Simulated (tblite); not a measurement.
Compound: C3H10NOSi (doublet state).
Geometry (GFN2-xTB, Å), atoms numbered from 1 in this order:
```xyz
16
C3H10NOSi angstrom
C     -2.5452   -0.0528    0.5326
C     -1.1741   -0.6398    0.4090
Si     0.0643    0.8399   -0.1385
O      0.0470    1.9657    0.8814
N      1.5080   -0.1253   -0.3039
C      2.6432    0.0058    0.5469
H     -3.2399   -0.8048    0.9160
H     -2.9142    0.2925   -0.4300
H     -2.5382    0.7869    1.2214
H     -0.7883   -0.9848    1.3608
H     -1.1183   -1.4275   -0.3337
H     -0.3347    0.9476   -1.5479
H      1.5465   -0.9339   -0.9046
H      3.5613    0.0842   -0.0448
H      2.7546   -0.8529    1.2199
H      2.5204    0.9082    1.1389
```

Calculated harmonic vibrations of the isolated species, GFN2-xTB (tblite), most abundant isotopes, no scaling. This tight-binding method is rough: wavenumbers can miss measured ones by several per cent, in bad cases by 10 to 20. Modes of hydrogen on silicon can be 10 to 20 % off. One conformer, not necessarily the lowest. Open shells enter through the occupations alone, without spin polarisation, and single modes of such species can be off by tens of per cent.

Harmonic wavenumbers (cm⁻¹): 54.8, 76.5, 114.7, 151.0, 174.9, 220.7, 235.1, 274.8, 390.4, 447.5, 483.5, 645.2, 684.7, 712.2, 724.1, 922.8, 972.6, 1053.2, 1075.9, 1096.9, 1143.8, 1177.6, 1219.3, 1320.4, 1340.0, 1396.9, 1407.1, 1449.8, 1464.1, 1467.9, 1476.4, 1488.9, 2176.4, 2895.8, 2934.1, 2955.3, 3032.0, 3035.9, 3050.9, 3056.3, 3057.5, 3450.8.

A = 4916, B = 1733, C = 1464 MHz; mass 104.053 u (most abundant isotopes); point group C1, symmetry number 1; spin multiplicity 2.

Problem. Zero-point energy?

Solution. ½Σν̃ = 28254 cm⁻¹ = 80.78 kcal/mol.

Problem. Give the ideal-gas entropy at 500 K and 1 bar in the rigid-rotor, harmonic-oscillator model (classical rotation).

Solution. Translation 42.43, rotation 29.19, vibration 43.46, spin (R ln 2) 1.38: S = 116.5 cal/(mol K).

Problem. And Cp and H(500 K) − H(0)?

Solution. Cp = 47.56 cal/(mol K), of which vibrations give 39.61 (their classical limit is 42 R = 83.5); H(500 K) − H(0) = 14.79 kcal/mol without the zero-point energy, 10.82 from vibrations.

Problem. What must be added to the electronic energy to get the Gibbs energy at 500 K and 1 bar?

Solution. ZPE + [H(500 K) − H(0)] − T·S = 80.78 + 14.79 − 58.23 = 37.34 kcal/mol.

Problem. Blend soft modes into free rotors: weight 1/[1 + (100 cm⁻¹/ν̃)⁴] for the oscillator and the rest for a rotor with moment μB/(μ + B), μ = h/(8π²ν), B = 10⁻⁴⁴ kg m². What vibrational entropy results?

Solution. 40.34 cal/(mol K) in place of 43.46, which changes −T·S at 500 K by +1.56 kcal/mol.

Problem. How do the functions run with temperature in this model?

Solution. 
```tsv
T (K)	S (cal/(mol K))	Cp (cal/(mol K))	H − H(0) (kcal/mol)	G − H(0) (kcal/mol)	ln q(vib)
150	76.5	22.9	2.33	-9.15	2.79
250	90.0	30.2	4.98	-17.51	5.28
298.15	95.6	33.8	6.53	-21.97	6.42
400	106.6	41.1	10.35	-32.28	8.77
600	125.6	53.0	19.83	-55.54	13.12
900	149.6	65.0	37.67	-96.94	19.12
```

q(vib) and H(0) count from the zero-point level.

Problem. Which modes carry the vibrational entropy at 500 K?

Solution. 54.8 cm⁻¹: 5.66; 76.5 cm⁻¹: 5.00; 114.7 cm⁻¹: 4.20; 151.0 cm⁻¹: 3.66; 174.9 cm⁻¹: 3.37; 220.7 cm⁻¹: 2.92 cal/(mol K); the other 36 give 18.64 together.

Hindered rotation and anharmonicity are outside this model. Other conformers, if any are populated, would add a mixing term that is left out. The structure is chiral; the term R ln 2 for an equal mix with its mirror image is left out.
